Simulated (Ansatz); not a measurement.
# Cost against result

Saddle point of SiNH$_{7}$SO, singlet (SiH₄SO ([OH][SiH2][SH]) + NH₃ → SiNH₅O ([NH2][SiH2][OH]) + H₂S; bonds formed: Si1–N7, S2–H6; bonds broken: Si1–S2, H6–N7), PBE0-D4/def2-TZVP structure:

```xyz
11
angstrom
Si -0.7508 0.2741 0.0157
S 0.3772 -2.4262 -0.0389
H -1.4769 -0.3707 -1.0906
H -0.9984 -0.1592 1.4007
O -1.0194 1.9129 -0.0705
H 1.1546 -0.8469 -0.3109
N 1.0401 0.3248 -0.3456
H 0.7403 -2.4736 1.2530
H -1.9144 2.2279 0.0618
H 1.5851 0.7956 0.3703
H 1.2624 0.7410 -1.2452
```

Barriers are electronic and count from the start structure reached by relaxing down the imaginary mode.

Ansatz 0.2.0; basis: as named in each row; cores frozen in the correlated methods. B3LYP uses VWN-RPA correlation. Extrapolation: Hartree–Fock as exp(−7.88 √X), correlation as X^−2.97.

Times are rough, for one single point on 4 threads of a shared host (Arm Neoverse V1).

The estimate by CCSD(T) at an estimated basis limit (MP2 extrapolated from triple and quadruple zeta, plus CCSD(T) − MP2 in triple zeta) is 1.017 eV.

```
      method       basis  time (s)  barrier (eV)  method less estimate
          HF      STO-3G   under 1         2.066                 1.049
      PBE-D4      STO-3G   under 1         1.221                 0.204
       SPW92    def2-SVP   under 1         0.742                -0.275
    B3LYP-D4       6-31G   under 1         0.709                -0.308
      PBE-D4    def2-SVP   under 1         0.869                -0.148
     PBE0-D4    def2-SVP   under 1         0.965                -0.052
       SPW92  def2-TZVPP         1         0.716                -0.302
      PBE-D4  def2-TZVPP         2         0.844                -0.174
     BLYP-D4  def2-TZVPP         2         0.843                -0.174
    B3LYP-D4  def2-TZVPP         2         0.910                -0.107
    BHLYP-D4  def2-TZVPP         2         1.016                -0.001
     PBE0-D4  def2-TZVPP         3         0.929                -0.088
CAM-B3LYP-D4  def2-TZVPP         3         0.945                -0.072
     CCSD(T)    def2-SVP         3         1.231                 0.214
   r2SCAN-D4  def2-TZVPP         4         0.914                -0.103
  r2SCAN0-D4  def2-TZVPP         4         0.966                -0.051
     wB97M-V    def2-SVP         4         1.051                 0.034
  RPA on PBE  def2-TZVPP         4         1.060                 0.042
    PBE-QIDH  def2-TZVPP         5         1.005                -0.012
      B2PLYP  def2-TZVPP         5         0.958                -0.059
     wB97X-V  def2-TZVPP         6         1.033                 0.016
      B97M-V  def2-TZVPP         8         1.094                 0.076
     wB97M-V  def2-TZVPP         8         1.016                -0.001
         MP2  def2-QZVPP        18         0.993                -0.024
     CCSD(T)  def2-TZVPP        97         1.049                 0.032
```

All methods are single points on the PBE0-D4 structures.

No T1 diagnostic of these runs exceeds 0.011.

Labels in which every atom is bracketed show which atoms are joined, not bond orders.
